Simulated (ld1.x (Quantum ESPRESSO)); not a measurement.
## boron, RRKJ: configuration errors across variants

- Element: boron (B)
- Generator: ld1.x (Quantum ESPRESSO) 7.5
- Type: norm-conserving RRKJ (Kleinman–Bylander form)
- Functional: PBE
- Relativity: non-relativistic
- Frozen core: [He]
- Valence charge: 3
- Reference configuration: 2s2 2p0 (charge +1)
- Partial waves: 2p (bound, empty): rc 2.40 bohr; 2s (bound): rc 1.20 bohr
- Local potential: the s channel
- Core correction: a·sin(br)/r model core, default radius (core density twice the valence density)

All-electron excitation energies from the reference (eV): (1) 2s2 2p1 -8.222; (2) 2s1 2p0 25.415; (3) 2s2 2p0.5 -5.333; (4) 2s2 2p1.3 -8.961; (5) 2s1 2p2 -2.377; (6) 2s0 2p3 3.486; (7) 2s1 2p1 6.133.

The default core radius of the base comes out at 0.72 bohr.

3 further variants failed, have other tests or another functional or relativity, and are left out.

Errors AE − PS in meV (a dash: test not solved or not reliable):

| change | (1) | (2) | (3) | (4) | (5) | (6) | (7) | bound ghosts |
| --- | --- | --- | --- | --- | --- | --- | --- | --- |
| base | +44 | +24 | +18 | +53 | +72 | +91 | -1.7 | none |
| wave 2p (bound): rc 2.40 bohr becomes 2p (bound): rc 1.64 bohr | +15 | +24 | +6.4 | +18 | +31 | +59 | +9.9 | none |
| all radii but the core radius scaled by about 1.12 (s 1.34, p 2.68 bohr) | +71 | +23 | +28 | +87 | +117 | +142 | -7.9 | none |
| wave 2s (bound): rc 1.20 bohr becomes 2s (bound): rc 1.70 bohr | +50 | +12 | +20 | +61 | +86 | +114 | -0.2 | none |
| local potential all-electron potential smoothed inside 1.05 bohr (lloc = -1) | +44 | +30 | +18 | +53 | +69 | +84 | -2.8 | none |

(1) Give the same row for: core correction a·sin(br)/r model core inside 1.08 bohr.

Answers

(1) +43, +18, +18, +51, +74, +101, -0.9; bound ghosts: none.
